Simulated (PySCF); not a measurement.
Some computed properties have been withheld. Give your best values.

C5H12OSi2.
Structure used (PBE0-D3(BJ)/def2-SVP), in Å, numbered top down from 1:
```
atom  x, y, z in Å
C1    -1.9202    1.2867   -0.4586
C2    -2.0106   -0.1285    0.1089
C3    -1.6731   -0.1807    1.5978
Si4   -0.9364   -1.3214   -0.8714
O5    -1.0279   -2.8809   -0.2899
C6     0.8135   -0.7380   -0.7540
C7     1.9643   -0.3347   -0.6318
Si8    3.6811    0.2881   -0.4572
H9    -2.1948    1.3247   -1.5249
H10   -0.8974    1.6875   -0.3657
H11   -2.5934    1.9734    0.0807
H12   -3.0435   -0.5012   -0.0298
H13   -2.3390    0.4768    2.1809
H14   -0.6382    0.1525    1.7829
H15   -1.7764   -1.2000    2.0021
H16   -1.3446   -1.3672   -2.3014
H17   -0.4010   -3.1139    0.4005
H18    4.3446   -0.4043    0.6859
H19    3.6510    1.7567   -0.1976
H20    4.4433    0.0192   -1.7104
```

```json
{"property": "point group", "level": "PBE0-D3(BJ)/def2-SVP", "value": "C1"}
{"property": "rotational constants A, B, C", "level": "PBE0-D3(BJ)/def2-SVP", "value": "1.936, 0.652, 0.565 GHz"}
{"property": "dipole moment", "level": "B3LYP/def2-SVPD", "value": "?"}
{"property": "HOMO energy", "level": "B3LYP/def2-SVPD", "value": "-7.60 eV"}
{"property": "LUMO energy", "level": "B3LYP/def2-SVPD", "value": "-1.03 eV"}
{"property": "lowest singlet excitation", "level": "TDDFT B3LYP/def2-SVPD", "value": "5.33 eV (232 nm, f = 0.001)"}
{"property": "strongest line among the 10 lowest singlet transitions", "level": "TDDFT B3LYP/def2-SVPD", "value": "S9 at 7.37 eV (168 nm, f = 0.476)"}
{"property": "lowest triplet excitation (Tamm–Dancoff)", "level": "TDA B3LYP/def2-SVPD", "value": "?"}
{"property": "static isotropic polarisability", "level": "B3LYP/def2-SVPD", "value": "120.0 au"}
{"property": "vertical ionisation energy", "level": "ΔSCF B3LYP/def2-SVPD", "value": "9.39 eV"}
{"property": "electronic spatial extent ⟨r²⟩ about the centre of nuclear charge", "level": "B3LYP/def2-SVPD", "value": "2119 bohr²"}
{"property": "13C chemical shifts (computed TMS as zero) by class", "level": "GIAO PBE0/pcSseg-1", "value": "?"}
{"property": "1H chemical shifts (computed TMS as zero) by class", "level": "GIAO PBE0/pcSseg-1", "value": "4.75 (H16), 4.17 (H18/H19/H20), 1.08 (H17), 1.05 (H13/H14/H15), 0.95 (H9/H10/H11), 0.82 (H12) ppm"}
{"property": "isotropic shieldings of nuclei other than C and H, by class", "level": "GIAO PBE0/pcSseg-1", "value": "304 (O5), 372 (Si4), 449 (Si8) ppm"}
```

Gas-phase values; electronic properties from PySCF, density fitting. The structure is a single PBE0-D3(BJ)/def2-SVP conformer in the gas phase; no vibrational or solvent corrections. NMR classes are plain means over equivalent atoms (diastereotopic ones count apart unless rotation or inversion swaps them), as if these changed places fast; in this geometry the members of some classes differ.

**Question.** What are the 13C chemical shifts (computed TMS as zero) by class?

**Answer.** 122.4 (C6), 110.6 (C7), 17.4 (C2), 16.3 (C3), 15.7 (C1) ppm.

**Question.** The lowest triplet excitation (Tamm–Dancoff)?

**Answer.** 4.54 eV.

**Question.** The dipole moment?

**Answer.** 1.48 D.

The ΔSCF ionisation energy exceeds −ε(HOMO) by 1.79 eV with B3LYP. The polarisability is 17.79 Å³ as a volume (1 au = 0.148185 Å³), or 1.54 au for each of the 78 electrons. In wavenumbers S1 is 43000 cm⁻¹ (1 eV = 8065.54 cm⁻¹). No computed singlet falls in the visible range (750 to 380 nm, 1.65 to 3.26 eV); S1 lies 2.07 eV above its blue end.
